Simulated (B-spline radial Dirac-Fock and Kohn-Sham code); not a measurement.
## Dipole and non-dipole photoemission parameters of Zn⁺ 2p3/2

System: the Zn⁺ ion, configuration [Ar] 3d10 4s1; threshold 1035.5 eV (orbital energy of the model). Calculated with a radial finite-basis atomic code, using Dirac-Hartree-Slater photoionisation with a Latter tail; cross sections with all multipoles, angular parameters from the dipole term and its interference with E2.

The run's input, task.json:

```json
{"items": [{
  "Z": 30,
  "q": 1,
  "cfg": [[1, 0, 2], [2, 0, 2], [2, 1, 6], [3, 0, 2], [3, 1, 6], [3, 2, 10], [4, 0, 1]],
  "A": 64,
  "rrms": 3.9283,
  "do": "xps",
  "hv": [60, 66.3, 100, 104.0, 127.0, 152.0, 200, 300, 366.0, 372.0, 415.0, 607.0, 758.0, 950.0, 1200.0, 1253.6, 1380.0, 1486.9, 1730.0, 2370.0, 3930.0, 4080.0, 4680.0, 6810.0, 8047.8, 8090.0, 10100.0, 12800.0, 13300.0, 15000]
}]}
```

Command: `python xray2_run.py task.json out`

For linearly polarised light dσ/dΩ = σ/(4π) [1 + β P₂(cos θ) + (δ + γ cos²θ) sin θ cos φ], with θ from the polarisation vector and φ the angle between the beam and the projection of the electron momentum on the plane normal to the polarisation.

```tsv
hν (eV)	σ (kb)	β	γ	δ
1200	449	1.169	-0.126	0.009
1253.6	402	1.248	-0.108	0.011
1380	314	1.358	-0.042	0.015
1486.9	259	1.407	0.021	0.019
1730	174	1.457	0.157	0.024
2370	72.6	1.455	0.443	0.035
3930	16.3	1.319	0.874	0.062
4080	14.5	1.305	0.904	0.065
4680	9.47	1.250	1.011	0.077
6810	?	?	?	?
8047.8	1.65	0.997	1.378	0.145
8090	1.62	0.994	1.381	0.146
10100	0.773	0.881	1.503	0.185
12800	0.344	0.760	1.618	0.236
13300	0.301	0.740	1.635	0.245
15000	0.198	0.679	1.684	0.275
```

**Question.** Give the values at 6810 eV.

**Answer.** σ = 2.86 kb, β = 1.079, γ = 1.274, δ = 0.120.
